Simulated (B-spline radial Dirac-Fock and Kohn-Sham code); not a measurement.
How the settings move the core levels of Ar

ΔSCF core binding energies without Breit or QED terms, calculated with a radial atomic solver. Keys: rel is the Hamiltonian (dirac, or spin-free x2c and nr, where L3 and M5 stand for the whole 2p and 3d shells), method is hf or an exchange,correlation pair (spin-unpolarised, also for the hole states), nuc the nuclear model, radius_factor scales its radius, rmax is the box in bohr, h the logarithmic mesh step, order the B-spline order, points the quadrature points per cell, c_factor scales the speed of light, and damp, ndamp, maxit and tol steer the iteration. The run stops when the commutator error falls below 10·tol·max(1, Z/10), or the numerical noise floor, and the energy has settled to about 1e-8 Ha; the virial ratio is −V/T.

Base input:

```json
{"items": [{"Z": 18, "q": 0, "cfg": [[1, 0, 2], [2, 0, 2], [2, 1, 6], [3, 0, 2], [3, 1, 6]], "A": 40, "rrms": 3.4274, "do": "settings", "holes": ["K", "L3", "M5"],
  "settings": [{"rel": "dirac", "method": "hf", "nuc": "fermi", "radius_factor": 1.0, "rmax": 45.0, "h": 0.3, "order": 8, "points": 10, "c_factor": 1.0, "maxit": 60, "damp": 0.5, "ndamp": 3, "tol": 1e-08}]}]}
```

The ground state converged in 10 iterations, with total energy -528.68376 Ha, virial ratio 1.99293 and highest orbital energy -16.00 eV. ΔSCF binding energies: K (1s) 3209.2 eV, L3 (2p3/2) 248.3 eV. Holes are computed only in closed shells, and unreliable hole states are left out.

Changes from the base run:

```
                                      changed setting  Δ total energy (Ha)  Δ K (eV)  Δ L3 (eV)  iterations
           rel = "x2c"; radius_factor = 2.0; h = 0.22             +0.05330     -1.06      +0.73          10
                                  method = "rpbe,pbe"             -0.70062    +13.45      +0.65           9
                                            order = 7              0.00000      0.00       0.00          10
  rel = "x2c"; method = "wc,pbe"; radius_factor = 2.0             -0.19477    +10.12      +1.49          11
nuc = "sphere"; radius_factor = 0.5; c_factor = 100.0                    ?         ?          ?           ?
                                           rel = "nr"             +1.86625    -13.77      +0.69          10
      rel = "nr"; method = "rpbe,pbe"; nuc = "sphere"             +1.18579     -0.53      +1.34           9
                                          rmax = 80.0              0.00000      0.00       0.00          10
                                             h = 0.22              0.00000      0.00       0.00          10
                                           damp = 0.0              0.00000      0.00       0.00           9
                                          rel = "x2c"             +0.05128     -1.03      +0.73          10
                                           damp = 0.8              0.00000      0.00       0.00          10
                                          rmax = 25.0              0.00000      0.00       0.00          10
                                       c_factor = 0.8             -1.06402     +7.85      -0.39          10
```

Q: What does the change nuc = "sphere"; radius_factor = 0.5; c_factor = 100.0 do?

A: The total energy moves by +1.86622 Ha and the binding energies by K -13.77 eV, L3 +0.68 eV; the run takes 9 iterations.
